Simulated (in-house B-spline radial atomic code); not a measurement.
# PBEsol excitations of Ga3+

Method: PBEsol. Computed with an all-electron radial atomic-structure program (B-spline basis): linear response of the closed shell [Ar] 3d10 with the functional's adiabatic kernel; scalar-relativistic (spin-free one-electron X2C), finite nucleus, no spin-orbit coupling, no double excitations, S, P, D and F terms only. Only terms of natural parity with L up to 3 were computed.

Command:
```bash
python run_td.py task.json out
```
Settings (radii: box in bohr, nucleus in fm):
```
Z                        31
electrons                28
configuration            [Ar] 3d10
hamiltonian              x2c
method                   pbesol
box_radius               23.08
rms_radius               3.9973
intervals                72
```

Run time, properties included: 1.5 s on 1 thread of Arm Neoverse N1, on a shared host.

The lowest states, in the order of their Tamm-Dancoff energies; the method's threshold (minus the highest occupied level) is 52.45 eV. Labels give the largest channel, * marks a mixed state, and oscillator strengths are full-response dipole values. Semilocal kernels can invert the small singlet-triplet splittings of Rydberg terms. Energies in eV:

```json
{"state": "3d → 4s 3D", "full response": "15.690", "Tamm-Dancoff": "15.713", "oscillator strength": "-"}
{"state": "3d → 4s 1D", "full response": "16.324", "Tamm-Dancoff": "16.334", "oscillator strength": "-"}
{"state": "3d → 4p 3P", "full response": "24.905", "Tamm-Dancoff": "24.932", "oscillator strength": "-"}
{"state": "3d → 4p 3F", "full response": "25.076", "Tamm-Dancoff": "25.091", "oscillator strength": "-"}
{"state": "3d → 4p 1F", "full response": "25.418", "Tamm-Dancoff": "25.421", "oscillator strength": "-"}
{"state": "3d → 4p 1P", "full response": "?", "Tamm-Dancoff": "?", "oscillator strength": "?"}
{"state": "3d → 4d 3S", "full response": "36.76", "Tamm-Dancoff": "36.79", "oscillator strength": "-"}
{"state": "3d → 4d 3D", "full response": "37.30", "Tamm-Dancoff": "37.31", "oscillator strength": "-"}
{"state": "3d → 4d 1D", "full response": "?", "Tamm-Dancoff": "?", "oscillator strength": "-"}
{"state": "3d → 5s 3D", "full response": "37.69", "Tamm-Dancoff": "37.69", "oscillator strength": "-"}
```

Problem. Where does 3d → 4p 1P lie?

Solution. At 26.293 eV in full response, 26.365 eV in Tamm-Dancoff, oscillator strength 0.514.

Problem. Where does 3d → 4d 1D lie?

Solution. At 37.59 eV in full response, 37.60 eV in Tamm-Dancoff.

Problem. How large is the singlet-triplet splitting of 3d → 4s (D terms) in Tamm-Dancoff?

Solution. 0.621 eV, from the unrounded values.

Problem. What polarisabilities and dispersion coefficient does the method give?

Solution. Dipole 1.49 bohr³, quadrupole 3.184 bohr⁵, C6 3.349 hartree·bohr⁶ for two such species.
